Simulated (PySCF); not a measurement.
Estimate the missing entries of this data sheet.

Compound: C7H9N2 (charge +1).
InChI=1S/C7H9N2/c1-8-7-4-3-5-9(2)6-7/h3-6H,1H2,2H3/q+1

Conformer (atom-mapped SMILES and torsion angles): `[CH2:1]=[N:2][c:3]1[cH:4][cH:5][cH:6][n+:7]([CH3:8])[cH:9]1`: C1–N2–C3–C4 -89°.

```tsv
property	level	value
point group of the GFN2-xTB geometry	GFN2-xTB	?
rotational constants A, B, C of the GFN2-xTB geometry	GFN2-xTB	3.363, 1.219, 0.916 GHz
HOMO energy	PBE0/pcSseg-1	?
LUMO energy	PBE0/pcSseg-1	-6.32 eV
13C chemical shifts (computed TMS as zero) by class	GIAO PBE0/pcSseg-1	163.8 (1 C), 156.0 (1 C), 140.1 (1 C), 137.5 (1 C), 137.0 (1 C), 131.3 (1 C), 48.0 (1 C) ppm
1H chemical shifts (computed TMS as zero) by class	GIAO PBE0/pcSseg-1	8.26 (1 H), 8.24 (1 H), 8.20 (1 H), 8.02 (1 H), 7.81 (1 H), 7.63 (1 H), 4.50 (3 H) ppm
isotropic shieldings of nuclei other than C and H, by class	GIAO PBE0/pcSseg-1	?
```

The electronic properties come from PySCF, for the isolated species, density fitting. One conformer (not necessarily the lowest) at the GFN2-xTB geometry, without solvent or vibrations. GFN2-xTB frequencies show an imaginary mode (35i cm⁻¹), so this geometry is no minimum at that level. NMR classes are plain means over equivalent atoms (diastereotopic ones count apart unless rotation or inversion swaps them), as if these changed places fast; in this geometry the members of some classes differ.

(1) What are the isotropic shieldings of nuclei other than C and H, by class?

(2) What is the point group of the GFN2-xTB geometry?

(3) Give the HOMO energy.

## Answers

(1) -124 (1 N), 41 (1 N) ppm.

(2) C1.

(3) -11.01 eV.

With B = h/(8π²I), that is 505.379 GHz u Å² over I, the principal moments of inertia are 150.3, 414.6 and 551.4 u Å² (most abundant isotopes); the inertial defect Ic − Ia − Ib is -13.5 u Å² (zero for a rigid planar frame, negative otherwise). The rotational constants make it an asymmetric top with κ = (2B − A − C)/(A − C) = -0.75, nearer the prolate limit (−1).
